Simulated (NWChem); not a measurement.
System: diarsenic (As₂); SMILES [As]#[As]

Output (shortened):

```
             Northwest Computational Chemistry Package (NWChem) 7.3.0
             --------------------------------------------------------

 ORDER OF PRIMARY AXIS IS BEING SET TO 4
 D4H symmetry detected

                             Geometry "geometry" -> ""
                             -------------------------

 Output coordinates in angstroms (scale by  1.889725989 to convert to a.u.)

  No.       Tag          Charge          X              Y              Z
 ---- ---------------- ---------- -------------- -------------- --------------
    1 As                  33.0000     0.00000000     0.00000000     1.05926900
    2 As                  33.0000     0.00000000     0.00000000    -1.05926900

 Effective nuclear repulsion energy (a.u.)     272.0149575607

      Symmetry information
      --------------------

 Group name             D4h
 Group number             28
 Group order              16
 No. of unique centers     1

                                 NWChem DFT Module
                                 -----------------

 Summary of "ao basis" -> "ao basis" (spherical)
 ------------------------------------------------------------------------------
       Tag                 Description            Shells   Functions and Types
 ---------------- ------------------------------  ------  ---------------------
 As                         def2-svp                12       32   5s4p3d

      Symmetry analysis of basis
      --------------------------

        a1g        12
        a1u         0
        a2g         0
        a2u        12
        b1g         3
        b1u         3
        b2g         3
        b2u         3
        eg         14
        eu         14

            General Information
            -------------------
          SCF calculation type: DFT
          Wavefunction type:  closed shell.
          No. of atoms     :     2
          No. of electrons :    66
           Alpha electrons :    33
            Beta electrons :    33
          Charge           :     0
          Spin multiplicity:     1
          Use of symmetry is: on ; symmetry adaption is: on
          Maximum number of iterations: 150
          AO basis - number of functions:    64
                     number of shells:    24
          Convergence on energy requested:  1.00D-06
          Convergence on density requested:  1.00D-05
          Convergence on gradient requested:  5.00D-04

              XC Information
              --------------
                         MN15 Method XC Functional
                     Hartree-Fock (Exact) Exchange  0.440
                          MN15 Exchange Functional  1.000
                        MN15 Correlation Potential  1.000

             Grid Information
             ----------------
          Grid used for XC integration:  medium
          Radial quadrature: Mura-Knowles
          Angular quadrature: Lebedev.
          Tag              B.-S. Rad. Rad. Pts. Rad. Cut. Ang. Pts.
          ---              ---------- --------- --------- ---------
          As                  1.15      112           8.0       590
          Grid pruning is: on
          Number of quadrature shells:   112
          Spatial weights used:  Erf1

      Superposition of Atomic Density Guess
      -------------------------------------

 Sum of atomic energies:       -4467.71925354

      Non-variational initial energy
      ------------------------------

 Total energy =   -4467.919383
 1-e energy   =   -6771.690231
 2-e energy   =    2031.755890
 HOMO         =      -0.272507
 LUMO         =      -0.067134

      Symmetry analysis of molecular orbitals - initial
      -------------------------------------------------

 !! scf_movecs_sym_adapt:   12 vectors were symmetry contaminated

  Symmetry fudging

 !! scf_movecs_sym_adapt:   10 vectors were symmetry contaminated

  Numbering of irreducible representations:

     1 a1g         2 a1u         3 a2g         4 a2u         5 b1g
     6 b1u         7 b2g         8 b2u         9 eg         10 eu

  Orbital symmetries:

     1 a2u         2 a1g         3 a2u         4 a1g         5 a2u
     6 a1g         7 eg          8 eg          9 eu         10 eu
    11 a1g        12 a2u        13 a1g        14 a2u        15 eu
    16 eu         17 eg         18 eg         19 a1g        20 eu
    21 eu         22 eg         23 eg         24 b1g        25 b2g
    26 b2u        27 b1u        28 a2u        29 a1g        30 a2u
    31 eu         32 eu         33 a1g        34 eg         35 eg
    36 a2u        37 a1g        38 a2u        39 a1g        40 eu
    41 eu         42 b2g        43 b1g

     ---------------------------------------------
      Total Density - Mulliken Population Analysis
     ---------------------------------------------

    Atom       Charge   Shell Charges
 -----------   ------   -------------------------------------------------------
    1 As  33    33.00   2.00  2.00  2.00  1.36  0.56  6.00  5.98  1.29  1.76  8.18  1.77  0.11
    2 As  33    33.00   2.00  2.00  2.00  1.36  0.56  6.00  5.98  1.29  1.76  8.18  1.77  0.11

   convergence    iter        energy       DeltaE   RMS-Dens  Diis-err
 ---------------- ----- ----------------- --------- --------- ---------
 d= 0,ls=0.0,diis     1  -4471.7627232780 -4.74D+03  6.61D-03  7.73D-01
 d= 0,ls=0.0,diis     2  -4471.7885644888 -2.58D-02  1.60D-03  1.40D-01
 d= 0,ls=0.0,diis     3  -4471.7929658026 -4.40D-03  1.09D-03  1.78D-02
 d= 0,ls=0.0,diis     4  -4471.7936360029 -6.70D-04  2.37D-04  2.39D-04
 d= 0,ls=0.0,diis     5  -4471.7936616137 -2.56D-05  3.50D-05  3.64D-06
 d= 0,ls=0.0,diis     6  -4471.7936623018 -6.88D-07  9.38D-06  3.42D-08

         Total DFT energy =    -4471.793662301845
      One electron energy =    -6768.892044632704
           Coulomb energy =     2191.661811549355
    Exchange-Corr. energy =     -166.578386779169
 Nuclear repulsion energy =      272.014957560672

 Numeric. integr. density =       66.000000250527

                  Occupations of the irreducible representations
                  ----------------------------------------------

                     irrep           alpha         beta
                     --------     --------     --------
                     a1g               8.0          8.0
                     a1u               0.0          0.0
                     a2g               0.0          0.0
                     a2u               7.0          7.0
                     b1g               1.0          1.0
                     b1u               1.0          1.0
                     b2g               1.0          1.0
                     b2u               1.0          1.0
                     eg                6.0          6.0
                     eu                8.0          8.0

                       DFT Final Molecular Orbital Analysis
                       ------------------------------------

 Vector   31  Occ=2.000000D+00  E=-3.077945D-01  Symmetry=a1g
              MO Center=  7.3D-17,  4.5D-17,  7.3D-17, r^2= 3.6D+00
   Bfn.  Coefficient  Atom+Function         Bfn.  Coefficient  Atom+Function
  ----- ------------  ---------------      ----- ------------  ---------------
    14      0.394945  1 As pz                46     -0.394945  2 As pz
    17      0.308193  1 As pz                49     -0.308193  2 As pz
    11     -0.238463  1 As pz                43      0.238463  2 As pz
     5      0.216003  1 As s                 37      0.216003  2 As s
     4      0.134093  1 As s                 36      0.134093  2 As s

 Vector   32  Occ=2.000000D+00  E=-2.876095D-01  Symmetry=eu
              MO Center= -1.1D-15,  2.1D-15,  5.4D-15, r^2= 2.7D+00
   Bfn.  Coefficient  Atom+Function         Bfn.  Coefficient  Atom+Function
  ----- ------------  ---------------      ----- ------------  ---------------
    15      0.286368  1 As px                47      0.286368  2 As px
    12      0.265946  1 As px                44      0.265946  2 As px
    16     -0.229501  1 As py                48     -0.229501  2 As py
    13     -0.213135  1 As py                45     -0.213135  2 As py
     9     -0.165103  1 As px                41     -0.165103  2 As px

 Vector   33  Occ=2.000000D+00  E=-2.876095D-01  Symmetry=eu
              MO Center= -1.2D-16, -1.5D-16,  7.9D-16, r^2= 2.7D+00
   Bfn.  Coefficient  Atom+Function         Bfn.  Coefficient  Atom+Function
  ----- ------------  ---------------      ----- ------------  ---------------
    16      0.286368  1 As py                48      0.286368  2 As py
    13      0.265946  1 As py                45      0.265946  2 As py
    15      0.229501  1 As px                47      0.229501  2 As px
    12      0.213135  1 As px                44      0.213135  2 As px
    10     -0.165103  1 As py                42     -0.165103  2 As py

 Vector   34  Occ=0.000000D+00  E=-7.647159D-02  Symmetry=eg
              MO Center=  2.5D-15,  4.2D-15, -7.0D-15, r^2= 3.7D+00
   Bfn.  Coefficient  Atom+Function         Bfn.  Coefficient  Atom+Function
  ----- ------------  ---------------      ----- ------------  ---------------
    16      0.497361  1 As py                48     -0.497361  2 As py
    13      0.306151  1 As py                45     -0.306151  2 As py
    15      0.293495  1 As px                47     -0.293495  2 As px
    10     -0.189639  1 As py                42      0.189639  2 As py
    12      0.180661  1 As px                44     -0.180661  2 As px

 Vector   35  Occ=0.000000D+00  E=-7.647159D-02  Symmetry=eg
              MO Center= -6.5D-14,  7.0D-14, -1.4D-14, r^2= 3.7D+00
   Bfn.  Coefficient  Atom+Function         Bfn.  Coefficient  Atom+Function
  ----- ------------  ---------------      ----- ------------  ---------------
    15      0.497361  1 As px                47     -0.497361  2 As px
    12      0.306151  1 As px                44     -0.306151  2 As px
    16     -0.293495  1 As py                48      0.293495  2 As py
     9     -0.189639  1 As px                41      0.189639  2 As px
    13     -0.180661  1 As py                45      0.180661  2 As py

 Vector   36  Occ=0.000000D+00  E= 8.703104D-02  Symmetry=a2u
              MO Center= -8.3D-17, -5.3D-17,  6.3D-15, r^2= 4.7D+00
   Bfn.  Coefficient  Atom+Function         Bfn.  Coefficient  Atom+Function
  ----- ------------  ---------------      ----- ------------  ---------------
    17      1.246869  1 As pz                49      1.246869  2 As pz
     5     -0.816951  1 As s                 37      0.816951  2 As s
     4     -0.456314  1 As s                 36      0.456314  2 As s
    14      0.254092  1 As pz                46      0.254092  2 As pz
     3      0.234379  1 As s                 35     -0.234379  2 As s

     ---------------------------------------------
      Total Density - Mulliken Population Analysis
     ---------------------------------------------

    Atom       Charge   Shell Charges
 -----------   ------   -------------------------------------------------------
    1 As  33    33.00   2.00  2.00  1.98  1.41  0.51  6.00  5.95  1.49  1.59  8.12  1.79  0.15
    2 As  33    33.00   2.00  2.00  1.98  1.41  0.51  6.00  5.95  1.49  1.59  8.12  1.79  0.15

     -------------------------------------------
      Total Density - Lowdin Population Analysis
     -------------------------------------------

    Atom       Charge   Shell Charges
 -----------   ------   -------------------------------------------------------
    1 As  33    33.00   2.00  2.00  1.96  1.08  0.70  5.99  5.78  1.58  1.80  7.81  2.04  0.26
    2 As  33    33.00   2.00  2.00  1.96  1.08  0.70  5.99  5.78  1.58  1.80  7.81  2.04  0.26

     Multipole analysis of the density
     ---------------------------------

     L   x y z        total         alpha         beta         nuclear
     -   - - -        -----         -----         ----         -------
     0   0 0 0     -0.000000    -33.000000    -33.000000     66.000000

     1   1 0 0     -0.000000     -0.000000     -0.000000      0.000000
     1   0 1 0      0.000000      0.000000      0.000000      0.000000
     1   0 0 1     -0.000000     -0.000000     -0.000000      0.000000

     2   2 0 0    -26.376135    -13.188068    -13.188068      0.000000
     2   1 1 0      0.000000      0.000000      0.000000      0.000000
     2   1 0 1     -0.000000     -0.000000     -0.000000      0.000000
     2   0 2 0    -26.376135    -13.188068    -13.188068      0.000000
     2   0 1 1     -0.000000     -0.000000     -0.000000      0.000000
     2   0 0 2    -25.801145   -145.128788   -145.128788    264.456431

            General Information
            -------------------
          SCF calculation type: DFT
          Wavefunction type:  closed shell.
          No. of atoms     :     2
          No. of electrons :    66
           Alpha electrons :    33
            Beta electrons :    33
          Charge           :     0
          Spin multiplicity:     1
          Use of symmetry is: on ; symmetry adaption is: on
          Maximum number of iterations: 150
          AO basis - number of functions:    64
                     number of shells:    24
          Convergence on energy requested:  1.00D-06
          Convergence on density requested:  1.00D-05
          Convergence on gradient requested:  5.00D-04

              XC Information
              --------------
                         MN15 Method XC Functional
                     Hartree-Fock (Exact) Exchange  0.440
                          MN15 Exchange Functional  1.000
                        MN15 Correlation Potential  1.000

             Grid Information
             ----------------
          Grid used for XC integration:  medium
          Radial quadrature: Mura-Knowles
          Angular quadrature: Lebedev.
          Tag              B.-S. Rad. Rad. Pts. Rad. Cut. Ang. Pts.
          ---              ---------- --------- --------- ---------
          As                  1.15      112           8.0       590
          Grid pruning is: on
          Number of quadrature shells:   112
          Spatial weights used:  Erf1

          Convergence Information
          -----------------------
          Convergence aids based upon iterative change in
          total energy or number of iterations.
          Levelshifting, if invoked, occurs when the
          HOMO/LUMO gap drops below (HL_TOL):  1.00D-02
          DIIS, if invoked, will attempt to extrapolate
          using up to (NFOCK): 10 stored Fock matrices.

                    Damping( 0%)  Levelshifting(0.5)       DIIS
                  --------------- ------------------- ---------------
          dE  on:    start            ASAP                start
          dE off:    2 iters        150 iters           150 iters

                            NWChem DFT Gradient Module
                            --------------------------

  charge          =   0.00
  wavefunction    = closed shell

  Using symmetry

                         DFT ENERGY GRADIENTS

    atom               coordinates                        gradient
                 x          y          z           x          y          z
   1 As      0.000000   0.000000   2.001728    0.000000   0.000000   0.023945
   2 As      0.000000   0.000000  -2.001728    0.000000   0.000000  -0.023945
```

Level: MN15/def2-SVP. Geometry: optimised at B3LYP/6-31G* (spherical d).

Write an input that gives this output.

Several could match; the one computed here: the input that was run:
```
start job
memory heap 200 mb stack 700 mb global 900 mb
geometry units angstroms noautoz
  As     0.000000     0.000000     1.059269
  As     0.000000     0.000000    -1.059269
end
basis spherical
  * library def2-svp
end
dft
  xc mn15
  iterations 150
  mulliken
end
task dft gradient
```
